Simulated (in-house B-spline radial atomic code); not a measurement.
A fraction x of an electron is removed from 3d in Ti3+, starting from [Ar] 3d1 and keeping the highest spin. All numbers are computed (scalar-relativistic (X2C) TPSS, spin-polarised, spherical fractional occupations; Fermi nucleus of rms radius 3.5921 fm) with a radial B-spline atomic code at the basis-set limit, not measured.

| x | E(x) - E(0) (eV) | 3d up level (eV) |
| --- | --- | --- |
| 0 | 0.0000 | -34.965 |
| 0.04 | 1.4114 | -35.607 |
| 0.17 | 6.1770 | -37.716 |
| 0.34 | 12.8269 | -40.528 |
| 0.5 | 19.5269 | -43.230 |
| 0.55 | 21.7097 | -44.085 |
| 0.66 | 26.6631 | -45.982 |
| 0.77 | 31.8265 | -47.902 |
| 0.92 | 39.2104 | -50.556 |
| 1 | 43.3121 | - |

The exact functional would give a straight line between the two integer points. Deviations E(x) - E(0) - x[E(1) - E(0)], in eV: -0.321 at x = 0.04, -1.186 at x = 0.17, -1.899 at x = 0.34, -2.129 at x = 0.5, -2.112 at x = 0.55, -1.923 at x = 0.66, -1.524 at x = 0.77, -0.637 at x = 0.92.

The curve lies below the straight line by up to 2.129 eV (at x = 0.5): convex, the delocalisation error that favours fractional charges.

Question: How well does Slater's transition state (minus the level at half occupation) give the ionisation energy?

Answer: It gives 43.230 eV against 43.312 eV from the two total energies; NIST lists 43.27 eV, ground level to ground level.
